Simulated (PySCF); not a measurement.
H3NO3S, SMILES NS(=O)(=O)O.

Geometry: r2SCAN-D4/def2-SVP. One conformer was computed; it need not be the lowest.

These are PBE/def2-TZVP (PySCF) values and carry that method's errors.

Symmetry labels are those of the subgroup Cs that the program uses (full group Cs).

Computed valence orbital energies around the gap with their symmetry:
```csv
orbital,symmetry,energy (eV)
HOMO−7,A",-11.31
HOMO−6,A',-11.09
HOMO−5,A",-9.34
HOMO−4,A',-8.89
HOMO−3,A',-8.56
HOMO−2,A",-7.95
HOMO−1,A',-7.73
HOMO,A",-7.24
LUMO,A',-0.73
LUMO+1,A',0.07
LUMO+2,A',0.91
LUMO+3,A",1.02
```
